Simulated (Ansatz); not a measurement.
Species: C3H10GeN, net charge 0, doublet state. SMILES: C[CH][N](C)[GeH3]
Geometry: optimised at B3LYP-D3(BJ)/def2-TZVP (Ansatz, an electronic-structure program).

Quantity: atomisation energy, in kcal/mol. Set-up: LANL2DZ with its own core potentials from Na on; six Cartesian d functions in 6-31G* and its kin unless marked 5d; UHF or UKS for open shells; spin-orbit terms left out; atomisation electronic, to ground-state atoms; non-relativistic; no dispersion term unless named. Ab initio and DFT rows: single points at B3LYP-D3(BJ) geometries (Ansatz).

```json
[
 {"level": "HF/3-21G", "program": "Ansatz", "atomisation energy (kcal/mol)": "876.9"},
 {"level": "HF/6-31G*", "program": "Ansatz", "atomisation energy (kcal/mol)": "902.5"},
 {"level": "SVWN5/6-31G*", "program": "Ansatz", "atomisation energy (kcal/mol)": "1427.5"},
 {"level": "PBE/STO-3G", "program": "Ansatz", "atomisation energy (kcal/mol)": "1590.1"},
 {"level": "PBE/LANL2DZ", "program": "Ansatz", "atomisation energy (kcal/mol)": "1240.0"},
 {"level": "BLYP/6-31G*", "program": "Ansatz", "atomisation energy (kcal/mol)": "1228.8"},
 {"level": "B3LYP/STO-3G", "program": "Ansatz", "atomisation energy (kcal/mol)": "1555.4"},
 {"level": "B3LYP/3-21G", "program": "Ansatz", "atomisation energy (kcal/mol)": "1243.6"},
 {"level": "B3LYP/6-31G*", "program": "Ansatz", "atomisation energy (kcal/mol)": "1237.2"},
 {"level": "B3LYP/6-31G**", "program": "Ansatz", "atomisation energy (kcal/mol)": "1246.2"},
 {"level": "B3LYP/6-31G* with LANL2DZ past Ar", "program": "Ansatz", "atomisation energy (kcal/mol)": "1235.4"},
 {"level": "r2SCAN-D4/def2-TZVPD", "program": "Ansatz + dftd4", "atomisation energy (kcal/mol)": "1253.8"}
]
```

No value to compare with is used here. The 11 habitual levels span 876.9 (HF/3-21G) to 1590.1 kcal/mol (PBE/STO-3G); r2SCAN-D4/def2-TZVPD gives 1253.8.

The levels are drawn from those run, B3LYP/6-31G* more often than the rest, none by its result; left out are runs that failed, that the program found above a lower state of the same kind, or whose <S^2> lies over 0.5 above the pure value.
